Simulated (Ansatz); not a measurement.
Born–Oppenheimer molecular dynamics of F2H8N3OTa (15 atoms, charge 0, multiplicity 1). It starts at the highest image of a converged band. Of that band: The profile has 2 maxima (images 3, 5) with wells between them (image 4): this band takes more than one step, which may be the mechanism or a detour left from its start path. A vibrational analysis at the climbing image gives one clearly imaginary mode, 66i cm⁻¹: a first-order saddle point.

Theory: RKS PBE/def2-SVP in Ansatz 0.2.0.

| Property | Result |
| --- | --- |
| ensemble | NVE (velocity Verlet) |
| time step | 0.5 fs |
| steps asked | 200 |
| starting velocities drawn for | 300 K |
| seed | 2189 |

First frame:

```xyz
15
Properties=species:S:1:pos:R:3
Ta -0.341 -0.157 0.219
F 2.262 -1.018 0.452
N 0.471 0.583 1.866
H 1.422 0.317 2.140
H 0.076 1.302 2.476
N 0.684 0.343 -1.415
H 0.327 0.660 -2.319
H 1.689 0.132 -1.460
N -1.619 1.337 -0.174
H -2.637 1.250 -0.098
H -1.353 2.256 -0.546
F -2.070 -0.993 0.504
O 0.210 -2.126 0.266
H -0.369 -2.878 0.472
H 1.603 -1.778 0.406
```

(1) What does the run give?

(2) What happens to the structure?

(3) How do temperature and energy run in time?

Answers

(1) All steps were run.

```json
{
 "steps done": "200",
 "time covered": "100 fs",
 "mean temperature over the second half": "157 K",
 "spread of the potential energy over the second half": "2.3 meV per atom",
 "mean potential energy of the second half above the start": "16.1 meV per atom"
}
```

The conserved energy stayed within 0.15 meV per atom of its start (net change 0.13 meV per atom), so the integration is sound. A run of 0.1 ps of so small a system gives no equilibrium averages. The orbitals stay closed-shell, which can raise the energy where a bond breaks towards radicals; this wasn't checked here.

(2) Between its relaxed ends the band would form F2–H15 and break Ta1–F2, O13–H15. These pairs go: F2–H15 1.01 → 1.00 Å, Ta1–F2 2.75 → 3.21 Å, O13–H15 1.44 → 1.61 Å. In the last frame they stand as after the step (other bonds may differ from the relaxed reactants and products). It ends as FH + FH7N3OTa. Pairs count as bonded within 1.25 times the sum of covalent radii (0.12 Å more for H–H). Another seed would give other details.

(3) 
| time (fs) | T (K) | potential energy less start (eV) | conserved less start (meV/atom) |
| --- | --- | --- | --- |
| 0 | 300 | 0.000 | 0.00 |
| 3 | 233 | 0.114 | 0.12 |
| 6 | 193 | 0.181 | 0.10 |
| 9 | 177 | 0.208 | 0.03 |
| 12 | 124 | 0.297 | 0.12 |
| 15 | 113 | 0.316 | 0.10 |
| 18 | 150 | 0.252 | 0.04 |
| 21 | 160 | 0.237 | 0.14 |
| 24 | 204 | 0.162 | 0.07 |
| 27 | 191 | 0.183 | 0.05 |
| 30 | 147 | 0.258 | 0.13 |
| 33 | 153 | 0.247 | 0.07 |
| 36 | 121 | 0.302 | 0.08 |
| 39 | 92 | 0.352 | 0.11 |
| 42 | 114 | 0.313 | 0.07 |
| 45 | 136 | 0.277 | 0.09 |
| 48 | 155 | 0.246 | 0.08 |
| 51 | 160 | 0.236 | 0.07 |
| 54 | 150 | 0.253 | 0.11 |
| 57 | 173 | 0.214 | 0.05 |
| 60 | 151 | 0.252 | 0.07 |
| 63 | 115 | 0.313 | 0.12 |
| 66 | 139 | 0.272 | 0.06 |
| 69 | 149 | 0.255 | 0.08 |
| 72 | 128 | 0.291 | 0.12 |
| 75 | 150 | 0.252 | 0.04 |
| 78 | 152 | 0.251 | 0.10 |
| 81 | 158 | 0.239 | 0.11 |
| 84 | 171 | 0.218 | 0.04 |
| 87 | 157 | 0.243 | 0.10 |
| 90 | 173 | 0.215 | 0.12 |
| 93 | 209 | 0.154 | 0.03 |
| 96 | 168 | 0.224 | 0.11 |
| 99 | 163 | 0.231 | 0.10 |

The run took 9.1 min on 4 threads of Arm Neoverse V2 (shared host), peak memory 0.24 GiB.
